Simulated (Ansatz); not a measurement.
Geometry optimisation, Ansatz 0.2.0, RKS r2SCANh/6-31G*.

Input file:

```yaml
crystal:
  periodic: [false, false, false]
  atoms:
    - { symbol: C, position_ang: [2.3126, -1.1242, -0.4217] }
    - { symbol: C, position_ang: [0.9051, -0.5227, -0.0133] }
    - { symbol: C, position_ang: [0.2773, 0.36, -1.1255] }
    - { symbol: Al, position_ang: [-1.3955, 1.1092, -0.5737] }
    - { symbol: Si, position_ang: [-3.39268, 0.77093, -1.82501] }
    - { symbol: H, position_ang: [2.6745, -1.6958, 0.3804] }
    - { symbol: H, position_ang: [3.0042, -0.2495, -0.6308] }
    - { symbol: H, position_ang: [2.196, -1.6852, -1.3537] }
    - { symbol: H, position_ang: [1.0436, 0.0954, 0.9578] }
    - { symbol: H, position_ang: [0.2247, -1.3657, 0.2294] }
    - { symbol: H, position_ang: [0.1563, -0.2351, -2.0182] }
    - { symbol: H, position_ang: [1.0047, 1.2215, -1.3109] }
    - { symbol: H, position_ang: [-1.52166, 2.15273, 0.73489] }
    - { symbol: H, position_ang: [-3.13058, -0.12947, -2.94378] }
    - { symbol: H, position_ang: [-4.41389, 0.13214, -0.97303] }
    - { symbol: H, position_ang: [-3.95045, 2.00806, -2.31702] }
basis:
  gaussian: { orbitals: "6-31G*" }
hamiltonian:
  xc: r2scanh
relax:
  f_tol: 0.015
  max_steps: 40
output:
  orbitals: {}
```

Command:

```bash
$ ansatz run input.yaml --threads 2 --pin off --max-ram 3072MiB --backend cpu --events-out ev --progress --plain --runs-dir out
```

Q: Where does it end, and by what steps?

A: The run converged. The force dipped under the threshold on the way, but the program's further checks kept it going. After 23 steps the energy has fallen by 0.406 eV; H13 moved furthest, 0.86 Å.

```json
{"step": "0", "energy less start (eV)": "0.0000", "largest force component (eV/Å)": "2.801", "accepted": "yes"}
{"step": "1", "energy less start (eV)": "-0.3490", "largest force component (eV/Å)": "1.018", "accepted": "yes"}
{"step": "2", "energy less start (eV)": "-0.3869", "largest force component (eV/Å)": "0.113", "accepted": "yes"}
{"step": "3", "energy less start (eV)": "-0.3910", "largest force component (eV/Å)": "0.028", "accepted": "yes"}
{"step": "4", "energy less start (eV)": "-0.3916", "largest force component (eV/Å)": "0.013", "accepted": "yes"}
{"step": "5", "energy less start (eV)": "-0.3921", "largest force component (eV/Å)": "0.026", "accepted": "yes"}
{"step": "6", "energy less start (eV)": "-0.3927", "largest force component (eV/Å)": "0.042", "accepted": "yes"}
{"step": "7", "energy less start (eV)": "-0.3935", "largest force component (eV/Å)": "0.060", "accepted": "yes"}
{"step": "8", "energy less start (eV)": "-0.3941", "largest force component (eV/Å)": "0.053", "accepted": "yes"}
{"step": "9", "energy less start (eV)": "-0.3885", "largest force component (eV/Å)": "0.258", "accepted": "no"}
{"step": "10", "energy less start (eV)": "-0.3964", "largest force component (eV/Å)": "0.084", "accepted": "yes"}
{"step": "11", "energy less start (eV)": "-0.3964", "largest force component (eV/Å)": "0.138", "accepted": "no"}
{"step": "12", "energy less start (eV)": "-0.3976", "largest force component (eV/Å)": "0.069", "accepted": "yes"}
{"step": "13", "energy less start (eV)": "-0.3987", "largest force component (eV/Å)": "0.038", "accepted": "yes"}
{"step": "14", "energy less start (eV)": "-0.4001", "largest force component (eV/Å)": "0.037", "accepted": "yes"}
{"step": "15", "energy less start (eV)": "-0.4009", "largest force component (eV/Å)": "0.102", "accepted": "yes"}
{"step": "16", "energy less start (eV)": "-0.4017", "largest force component (eV/Å)": "0.070", "accepted": "yes"}
{"step": "17", "energy less start (eV)": "-0.4025", "largest force component (eV/Å)": "0.021", "accepted": "yes"}
{"step": "18", "energy less start (eV)": "-0.4025", "largest force component (eV/Å)": "0.021", "accepted": "no"}
{"step": "19", "energy less start (eV)": "-0.4025", "largest force component (eV/Å)": "0.013", "accepted": "yes"}
{"step": "20", "energy less start (eV)": "-0.4037", "largest force component (eV/Å)": "0.014", "accepted": "yes"}
{"step": "21", "energy less start (eV)": "-0.4043", "largest force component (eV/Å)": "0.087", "accepted": "yes"}
{"step": "22", "energy less start (eV)": "-0.4056", "largest force component (eV/Å)": "0.037", "accepted": "yes"}
{"step": "23", "energy less start (eV)": "-0.4063", "largest force component (eV/Å)": "0.014", "accepted": "yes"}
```

```xyz
16
Properties=species:S:1:pos:R:3
C 2.436 -0.952 -0.423
C 1.100 -0.429 0.100
C 0.153 0.017 -1.024
Al -1.558 0.802 -0.449
Si -3.484 0.997 -1.968
H 3.093 -1.274 0.393
H 2.960 -0.177 -0.992
H 2.284 -1.807 -1.091
H 1.281 0.406 0.789
H 0.619 -1.212 0.703
H -0.033 -0.820 -1.714
H 0.664 0.771 -1.649
H -1.706 1.366 1.039
H -3.271 0.363 -3.303
H -4.708 0.367 -1.387
H -3.838 2.425 -2.226
```

Whether the end is a true minimum wasn't checked by a vibrational analysis.

The run took 2.6 min on 2 threads of Arm Neoverse V1, with other jobs on the host, peak memory 0.28 GiB.
